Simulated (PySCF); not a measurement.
C6H11, doublet, geometry from GFN2-xTB. Base run: CCSD(T)/STO-3G run with PySCF.

The PySCF input:
```python
from pyscf import gto, scf, cc

mol = gto.Mole()
mol.atom = '''
    C     0.19478157   -1.25324961    0.66510359
    C     1.29355223   -0.65266075   -0.11539714
    C     1.20459504    0.89197226   -0.14572493
    C    -0.24522720    1.38706484   -0.06610315
    C    -1.22077647    0.33666712   -0.59021356
    C    -1.19894589   -0.87088281    0.34556464
    H     0.38770307   -1.97963011    1.43349995
    H     2.26421590   -0.96103143    0.27476890
    H     1.23693489   -1.00504949   -1.15640594
    H     1.76993495    1.29982118    0.69345874
    H     1.67390457    1.25243034   -1.06302263
    H    -0.35038401    2.31576577   -0.62985473
    H    -0.50361772    1.60067580    0.97347952
    H    -2.22943140    0.75097965   -0.64284780
    H    -0.92966226    0.03724000   -1.59851942
    H    -1.74394039   -1.71069273   -0.11367362
    H    -1.74353349   -0.63397547    1.26974055
'''
mol.basis = 'sto-3g'
mol.spin = 1
mol.verbose = 4
mol.build()

mf = scf.UHF(mol)
mf.kernel()

mycc = cc.CCSD(mf)
mycc.kernel()
et = mycc.ccsd_t()
print('E(CCSD(T)) = %.10f' % (mycc.e_tot + et))
```

Each row names what was changed in the base input (with any setting that the change needs).

| change | ΔE vs base (kcal/mol) | MP2 correlation (Eh) | CC correlation without the perturbative part (Eh) | basis functions |
|---|---|---|---|---|
| base | 0.000 | -0.28939 | -0.38292 | 41 |
| cart = on | 0.000 | -0.28939 | -0.38292 | 41 |
| cc.iterative_damping = 0.8 | 0.000 | -0.28939 | -0.38292 | 41 |
| cc.level_shift = 0.2 | 0.000 | -0.28939 | -0.38292 | 41 |
| method = cisd | ? | - | - | 41 |
| cc.diis_space = 10 | 0.000 | -0.28939 | -0.38292 | 41 |
| cc.conv_tol = 1e-9 | 0.000 | -0.28939 | -0.38292 | 41 |
| cc.conv_tol = 1e-5 | 0.000 | -0.28939 | -0.38292 | 41 |
| frozen = 7 | ? | ? | ? | 41 |
| method = ccsd | ? | -0.28939 | -0.38292 | 41 |

### Question
Complete the blanks.

### Answer

- method = cisd, ΔE vs base (kcal/mol): 34.99
- frozen = 7, ΔE vs base (kcal/mol): 20.03
- frozen = 7, MP2 correlation (Eh): -0.26601
- frozen = 7, CC correlation without the perturbative part (Eh): -0.35113
- method = ccsd, ΔE vs base (kcal/mol): 1.77

Open shells are given as the SCF converged; they aren't shown to be the lowest states, and a large step between rows can be another state.
